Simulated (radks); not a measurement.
Values are calculated unless marked as measured or tabulated.
Species: K I. Configuration: [Ar] 4s1.

Level of theory: Dirac Kohn-Sham, PBE, spin-unpolarised, spherical densities, point nucleus; speed of light set to 13703.6 atomic units (100 times the physical value, a model run) (a radial shooting solver on a logarithmic mesh with Libxc functionals).

Energy parts (eV):
total: -16318.807
kinetic: 16301.363
electron-nucleus: -38725.103
Hartree: 7008.300
exchange-correlation: -903.367

Orbitals (lengths in bohr, moments of r in powers of bohr; <r^-3> diverges for s and p1/2):
orbital,occ.,eigenvalue (eV),<1/r>,<r>,<r^4>,<r^-3>
1s1/2,2,-3504.958,18.54,0.08155,0.0002049,-
2s1/2,2,-350.4911,3.765,0.3900,0.05787,-
2p1/2,2,-279.9307,3.689,0.3514,0.04909,-
2p3/2,4,-279.9304,3.689,0.3514,0.04909,152.0
3s1/2,2,-35.0397,1.091,1.275,5.897,-
3p1/2,2,-18.8473,0.9536,1.436,11.14,-
3p3/2,4,-18.8472,0.9536,1.436,11.14,14.12
4s1/2,1,-2.3113,0.2542,5.026,1438,-

The highest occupied level is 4s1/2 at -2.311 eV. The density falls to 0.001 e/bohr^3 at r = 4.39 bohr.
